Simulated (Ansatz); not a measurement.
Consider the ligand exchange at a Ge–O bond: `CC(=S)[O][GeH3]` + `N[SiH](F)Cl` → `F[SiH](Cl)[NH][GeH3]` + `CC(O)=S`.

Isolated molecules relaxed with PBE0-D4/def2-TZVP in Ansatz; ΔE leaves out vibrations. CCSD(T)/CBS is the MP2 limit (def2-TZVPP, def2-QZVPP) plus CCSD(T) − MP2 in def2-TZVPP, frozen cores. Functionals use def2-TZVPP. B3LYP here is the variant with VWN-RPA as its local correlation; programs differ in this. For Ge outer-core shells are correlated without core-valence functions, which leaves a few kJ/mol of doubt a bond. Scalar relativity is left out up to krypton. One conformer a species, not always the lowest.

```csv
level,ΔE (kcal/mol),difference from CCSD(T)/CBS
PBE-D4,-3.4,0.0
r2SCAN-D4,-3.2,0.2
PBE0-D4,-4.0,-0.6
B3LYP-D4,-2.5,0.9
ωB97X-V,-3.4,0.0
ωB97M-V,-3.6,-0.2
B2PLYP,-3.1,0.3
PBE,-3.7,-0.3
r2SCAN,-3.2,0.2
PBE0,-4.3,-0.9
B3LYP,-2.9,0.5
HF/def2-TZVPP,-3.7,-0.3
MP2/def2-TZVPP,-3.6,-0.2
SCS-MP2/def2-TZVPP,-3.3,0.1
CCSD/def2-TZVPP,-3.9,-0.5
CCSD(T)/def2-TZVPP,-3.8,-0.4
HF/def2-QZVPP,-3.3,0.1
MP2/def2-QZVPP,-3.3,0.1
SCS-MP2/def2-QZVPP,-3.0,0.4
HF/CBS(def2),-3.3,0.1
MP2/CBS(def2),-3.3,0.1
CCSD/CBS(def2),-3.6,-0.2
CCSD(T)/CBS,-3.4,0
```

Largest T1 diagnostic among the species: 0.017.
